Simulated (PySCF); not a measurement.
## SMILES FC(F)(F)c1cccc[o+]1, [C6H4F3O]+, charge +1

Molfile (atoms numbered from 1):
```
C6H4F3O
     RDKit          3D

 14 14  0  0  0  0  0  0  0  0999 V2000
    2.5829    0.2500   -1.3563 F   0  0  0  0  0  0  0  0  0  0  0  0
    2.2136   -0.0665   -0.1191 C   0  0  0  0  0  0  0  0  0  0  0  0
    2.7118    0.8449    0.7093 F   0  0  0  0  0  0  0  0  0  0  0  0
    2.7039   -1.2516    0.1907 F   0  0  0  0  0  0  0  0  0  0  0  0
    0.6743   -0.0629   -0.0252 C   0  0  0  0  0  0  0  0  0  0  0  0
   -0.0761    1.0795   -0.2199 C   0  0  0  0  0  0  0  0  0  0  0  0
   -1.4654    0.9672   -0.1157 C   0  0  0  0  0  0  0  0  0  0  0  0
   -2.0240   -0.2762    0.1758 C   0  0  0  0  0  0  0  0  0  0  0  0
   -1.1708   -1.3502    0.3494 C   0  0  0  0  0  0  0  0  0  0  0  0
    0.1242   -1.2221    0.2476 O   0  0  0  0  0  0  0  0  0  0  0  0
    0.4066    2.0209   -0.4433 H   0  0  0  0  0  0  0  0  0  0  0  0
   -2.0937    1.8358   -0.2598 H   0  0  0  0  0  0  0  0  0  0  0  0
   -3.0919   -0.4088    0.2657 H   0  0  0  0  0  0  0  0  0  0  0  0
   -1.4960   -2.3603    0.5786 H   0  0  0  0  0  0  0  0  0  0  0  0
  1  2  1  0
  2  3  1  0
  2  4  1  0
  2  5  1  0
  5  6  2  0
  6  7  1  0
  7  8  2  0
  8  9  1  0
  9 10  2  0
 10  5  1  0
  6 11  1  0
  7 12  1  0
  8 13  1  0
  9 14  1  0
M  CHG  1  10   1
M  END
```

The calculation used PySCF 2.14.0, quadratic response PBE0/def2-SVPD first hyperpolarisability, Taylor convention, gas phase. Geometry: GFN2-xTB.

(1) Give the tensor of the second harmonic β(−2ω;ω,ω) at 1064 nm in the axes of these coordinates.

## Answers

(1) In au, Taylor convention; rows are the first index (the induced dipole):
```
       xx     yy     zz     xy     xz    yz
x  +180.3  +14.0  +33.5  +11.3  -12.2  +3.5
y   +13.6  -15.4   -0.4  +14.4   +3.0  +4.1
z   -12.6   +4.1   -8.0   +3.2  +32.4  -0.5
```
Norm of βᵢ = ⅓ Σⱼ (βᵢⱼⱼ + βⱼᵢⱼ + βⱼⱼᵢ): 228.0 au, hyper-Rayleigh value 86.9 au.
